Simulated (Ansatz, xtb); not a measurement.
**C6H5FS: which of two isomers lies lower**

Structure a: `C=Cc1sccc1F`, a singlet. Structure b: `Fc1ccc(S)cc1`, a singlet. Both are isolated molecules in the gas phase, relaxed with r2SCAN-D4/def2-SVP; the shapes shown needn't be the lowest conformers.

a (Å):

```xyz
13

C     0.7346   -1.2647    3.5175
C     0.0789   -0.3841    2.7391
C     0.2462   -0.1911    1.3170
C     0.8838   -0.2290   -1.1047
C    -0.0844    0.7131   -0.8501
C    -0.4324    0.7202    0.5232
F    -1.3521    1.5483    1.0238
S     1.3554   -1.0872    0.3156
H     1.4910   -1.9442    3.1103
H     0.5291   -1.3283    4.5883
H    -0.6712    0.2791    3.1864
H     1.3513   -0.4688   -2.0596
H    -0.5324    1.3721   -1.5949
```

b (Å):

```json
{"atom": "C", "x (Å)": "-1.2953", "y (Å)": "-0.1398", "z (Å)": "1.7146"}
{"atom": "C", "x (Å)": "-0.3694", "y (Å)": "-0.8611", "z (Å)": "2.4649"}
{"atom": "C", "x (Å)": "0.9551", "y (Å)": "-0.9246", "z (Å)": "2.0319"}
{"atom": "C", "x (Å)": "1.3538", "y (Å)": "-0.2700", "z (Å)": "0.8531"}
{"atom": "C", "x (Å)": "0.4010", "y (Å)": "0.4507", "z (Å)": "0.1145"}
{"atom": "C", "x (Å)": "-0.9261", "y (Å)": "0.5172", "z (Å)": "0.5442"}
{"atom": "F", "x (Å)": "-2.5691", "y (Å)": "-0.0769", "z (Å)": "2.1285"}
{"atom": "S", "x (Å)": "3.0552", "y (Å)": "-0.4020", "z (Å)": "0.3740"}
{"atom": "H", "x (Å)": "-0.6930", "y (Å)": "-1.3649", "z (Å)": "3.3790"}
{"atom": "H", "x (Å)": "1.6868", "y (Å)": "-1.4893", "z (Å)": "2.6171"}
{"atom": "H", "x (Å)": "2.9583", "y (Å)": "0.3481", "z (Å)": "-0.7438"}
{"atom": "H", "x (Å)": "0.6910", "y (Å)": "0.9669", "z (Å)": "-0.8052"}
{"atom": "H", "x (Å)": "-1.6778", "y (Å)": "1.0743", "z (Å)": "-0.0206"}
```

Question: Estimate which is lower in electronic energy at CCSD(T)/def2-SVP + ΔMP2/def2-TZVPP, and by roughly how much.

Answer: The CCSD(T)/def2-SVP + ΔMP2/def2-TZVPP calculation puts structure b lower, by 18.1 kcal/mol.

Level by level:

```tsv
level	geometry	E(b) − E(a) (kcal/mol)	departure from the last row (kcal/mol)	job, with rough time for the two
GFN2-xTB	GFN2-xTB	−20.8	−2.7	optimisation, 0.16 s
HF/STO-3G	GFN2-xTB	−24.0	−5.9	single point, 0.4 s
r2SCAN-D4/def2-SVP//GFN2-xTB	GFN2-xTB	−21.5	−3.4	single point, 3.8 s
r2SCAN-D4/def2-SVP	r2SCAN-D4/def2-SVP	−21.3	−3.2	optimisation, 26 s
HF/def2-SVP	r2SCAN-D4/def2-SVP	−26.7	−8.7	part of the CCSD(T) run
MP2/def2-SVP	r2SCAN-D4/def2-SVP	−21.4	−3.3	part of the CCSD(T) run
CCSD(T)/def2-SVP	r2SCAN-D4/def2-SVP	−20.5	−2.4	single point
CCSD(T)/def2-SVP + ΔMP2/def2-TZVPP	r2SCAN-D4/def2-SVP	−18.1		single point, 73 s
```

As drawn, b has 3 C∷C, 1 C–S, 1 S–H in place of 1 C=C, 1 C–C, 2 C∷S, 1 C–H (∷ is an aromatic bond). Structure a has a 5-membered ring (with an aromatic ring), b a 6-membered ring (with an aromatic ring).

The levels shown agree on the order. The largest departure from CCSD(T)/def2-SVP + ΔMP2/def2-TZVPP is that of HF/def2-SVP, 8.7 kcal/mol. The last row adds to CCSD(T) the change of the MP2 difference between the two basis sets, here +2.4 kcal/mol.

With thermal terms from frequencies at re-optimised GFN2-xTB minima (ideal gas, soft modes damped towards free rotors, one conformer each, 298.15 K, 1 atm): on the last row, ΔE + ΔZPE = −18.8, ΔH = −18.9, ΔG = −18.5 kcal/mol.

The correlated steps freeze 12 core orbitals. Programs: Ansatz 0.2.0, xtb 6.7.1; the last row on 4 threads of Arm Neoverse V1 on a shared host.
